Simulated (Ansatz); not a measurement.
System: sum formula HSiO, net charge 0, doublet state. It need not be the lowest isomer of its formula. 
Geometry from a B3LYP-D3(BJ)/def2-TZVP (Ansatz, a first-principles code) optimisation:
```
Si
O 1 1.5293
H 1 1.5278 2 117.75
```
Charge 0, spin multiplicity 2.

Basis-set convergence of Hartree-Fock and CCSD correlation energies (hartree) with Ansatz. Correlated levels leave the core frozen unless marked. Open shells are spin-unrestricted. No spin-orbit coupling. Non-relativistic.

```
basis        functions       E(HF)  E(corr, CCSD)
-----------  ---------  ----------  -------------
def2-SVPD           55  -364.17396       -0.29423
def2-TZVPPD        105  -364.37244       -0.34725
def2-QZVPPD        175  -364.38448       -0.36804
```

Extrapolating the two largest sets (X = 3 and 4) as X^-3: E(corr) = (64·(-0.36804) - 27·(-0.34725))/37 = -0.3832 Eh, an estimate of the basis-set limit. The largest set recovers 96.0 % of it, the smallest 76.8 %.
